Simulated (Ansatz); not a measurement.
Geometry optimisation, Ansatz, RKS B3LYP-D4/STO-3G.

input.yaml

```yaml
crystal:
  periodic: [false, false, false]
  atoms:
    - { symbol: Si, position_ang: [0.0, 0.0, 0.0] }
    - { symbol: "N", position_ang: [0.0, 0.0, 1.82] }
    - { symbol: C, position_ang: [-1.2162, -0.3762, 2.555] }
    - { symbol: H, position_ang: [-1.8642, -0.9999, 1.9045] }
    - { symbol: H, position_ang: [-0.9378, -0.9533, 3.4614] }
    - { symbol: H, position_ang: [-1.7663, 0.5401, 2.8549] }
    - { symbol: C, position_ang: [1.2162, 0.3762, 2.555] }
    - { symbol: H, position_ang: [1.4641, -0.4163, 3.2916] }
    - { symbol: H, position_ang: [2.0585, 0.4943, 1.8418] }
    - { symbol: H, position_ang: [1.0457, 1.3351, 3.0874] }
    - { symbol: Cl, position_ang: [2.0086, 0.0, -0.7093] }
    - { symbol: C, position_ang: [-0.8808, 1.5259, -0.6227] }
    - { symbol: H, position_ang: [-1.9334, 1.2723, -0.8671] }
    - { symbol: H, position_ang: [-0.8624, 2.3106, 0.1622] }
    - { symbol: H, position_ang: [-0.3704, 1.9025, -1.5336] }
    - { symbol: H, position_ang: [-0.6877, -1.1914, -0.4862] }
basis:
  gaussian: { orbitals: STO-3G }
hamiltonian:
  xc: b3lyp
  dispersion: d4
relax:
  f_tol: 0.02
  max_steps: 40
```

Run as:

```bash
$ ansatz run input.yaml --threads 1 --pin off --max-ram 2048MiB --backend cpu --events-out ev --progress --plain --runs-dir out
```

Where does it end, and by what steps?

It converged. Limits of this set-up: minimal basis. After 27 steps the energy has fallen by 0.557 eV; H9 moved furthest, 1.97 Å.

```json
{"step": "0", "energy less start (eV)": "0.0000", "largest force component (eV/Å)": "3.466", "accepted": "yes"}
{"step": "1", "energy less start (eV)": "-0.2157", "largest force component (eV/Å)": "1.028", "accepted": "yes"}
{"step": "2", "energy less start (eV)": "-0.2767", "largest force component (eV/Å)": "0.171", "accepted": "yes"}
{"step": "3", "energy less start (eV)": "-0.3084", "largest force component (eV/Å)": "0.513", "accepted": "yes"}
{"step": "4", "energy less start (eV)": "-0.3277", "largest force component (eV/Å)": "0.638", "accepted": "yes"}
{"step": "5", "energy less start (eV)": "-0.3485", "largest force component (eV/Å)": "0.350", "accepted": "yes"}
{"step": "6", "energy less start (eV)": "-0.3711", "largest force component (eV/Å)": "0.303", "accepted": "yes"}
{"step": "7", "energy less start (eV)": "-0.3804", "largest force component (eV/Å)": "0.187", "accepted": "yes"}
{"step": "8", "energy less start (eV)": "-0.3883", "largest force component (eV/Å)": "0.276", "accepted": "yes"}
{"step": "9", "energy less start (eV)": "-0.3974", "largest force component (eV/Å)": "0.168", "accepted": "yes"}
{"step": "10", "energy less start (eV)": "-0.4005", "largest force component (eV/Å)": "0.211", "accepted": "yes"}
{"step": "11", "energy less start (eV)": "-0.4033", "largest force component (eV/Å)": "0.111", "accepted": "yes"}
{"step": "12", "energy less start (eV)": "-0.4082", "largest force component (eV/Å)": "0.127", "accepted": "yes"}
{"step": "13", "energy less start (eV)": "-0.4071", "largest force component (eV/Å)": "0.337", "accepted": "no"}
{"step": "14", "energy less start (eV)": "-0.4083", "largest force component (eV/Å)": "0.139", "accepted": "yes"}
{"step": "15", "energy less start (eV)": "-0.4202", "largest force component (eV/Å)": "0.208", "accepted": "yes"}
{"step": "16", "energy less start (eV)": "-0.4278", "largest force component (eV/Å)": "0.275", "accepted": "yes"}
{"step": "17", "energy less start (eV)": "-0.4365", "largest force component (eV/Å)": "0.336", "accepted": "yes"}
{"step": "18", "energy less start (eV)": "-0.4493", "largest force component (eV/Å)": "0.345", "accepted": "yes"}
{"step": "19", "energy less start (eV)": "-0.4666", "largest force component (eV/Å)": "0.353", "accepted": "yes"}
{"step": "20", "energy less start (eV)": "-0.5023", "largest force component (eV/Å)": "0.214", "accepted": "yes"}
{"step": "21", "energy less start (eV)": "-0.5310", "largest force component (eV/Å)": "0.119", "accepted": "yes"}
{"step": "22", "energy less start (eV)": "-0.5335", "largest force component (eV/Å)": "0.472", "accepted": "yes"}
{"step": "23", "energy less start (eV)": "-0.5510", "largest force component (eV/Å)": "0.247", "accepted": "yes"}
{"step": "24", "energy less start (eV)": "-0.5570", "largest force component (eV/Å)": "0.055", "accepted": "yes"}
{"step": "25", "energy less start (eV)": "-0.5542", "largest force component (eV/Å)": "0.191", "accepted": "no"}
{"step": "26", "energy less start (eV)": "-0.5573", "largest force component (eV/Å)": "0.022", "accepted": "yes"}
{"step": "27", "energy less start (eV)": "-0.5574", "largest force component (eV/Å)": "0.019", "accepted": "yes"}
```

```xyz
16
Properties=species:S:1:pos:R:3
Si -0.377 0.025 0.090
N -0.543 0.218 1.816
C -0.925 -1.005 2.593
H -1.743 -1.533 2.073
H -0.082 -1.717 2.729
H -1.282 -0.707 3.596
C 0.509 1.006 2.535
H 1.463 0.450 2.659
H 0.719 1.937 1.981
H 0.141 1.277 3.542
Cl 1.300 -1.198 -0.413
C -0.127 1.680 -0.743
H -0.917 2.382 -0.446
H 0.842 2.124 -0.481
H -0.160 1.568 -1.833
H -1.543 -0.687 -0.384
```

The run took 2.1 min on 1 thread of Arm Neoverse V2 (shared host), peak memory 0.16 GiB.
